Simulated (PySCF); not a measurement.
CH4ClFOSi2, SMILES F[Si@H]1OC[Si@@H]1Cl. Heavy atoms are numbered as in [F:1][Si@H:2]1[O:3][CH2:4][Si@@H:5]1[Cl:6]. Hydrogens are named by the atom that carries them.

Coordinates come from a B3LYP-D3(BJ)/def2-SVP optimisation. The structure was generated by enumeration; whether it is a known compound was not checked.

Calculation: PBE/def2-TZVP (PySCF).

ESP charges are fitted to the potential on shells at 1.4 to 2.0 van der Waals radii. Atomic charges (e), one atom of each kind:

```
atom       Mulliken  meta-Löwdin  ESP fit
---------  --------  -----------  -------
F1            -0.28        -0.47    -0.25
Si2 (SiH)         ?         0.97     0.58
O3            -0.29        -0.57    -0.36
C4 (CH2)      -0.13        -0.23     0.05
Si5 (SiH)         ?         0.47    -0.04
Cl6               ?        -0.27    -0.10
H on Si2      -0.03        -0.09    -0.07
H on C4        0.12         0.13     0.09
H on Si5          ?        -0.06     0.03
```

### Question
Complete the blanks. (An estimate is asked for; the answer gives what the named calculation found.)

### Answer

- Si2 (SiH), Mulliken: 0.49
- Si5 (SiH), Mulliken: 0.21
- Cl6, Mulliken: -0.22
- H on Si5, Mulliken: 0.00

Computed Mayer and Wiberg (Löwdin basis) orders of the bonds:
| bond | Mayer | Wiberg |
|---|---|---|
| F1–Si2 | 1.14 | 1.73 |
| Si2–O3 | 1.18 | 1.51 |
| O3–C4 | 0.97 | 1.42 |
| Si2–Si5 | 0.90 | 1.00 |
| C4–Si5 | 0.94 | 1.11 |
| Si5–Cl6 | 1.15 | 1.82 |
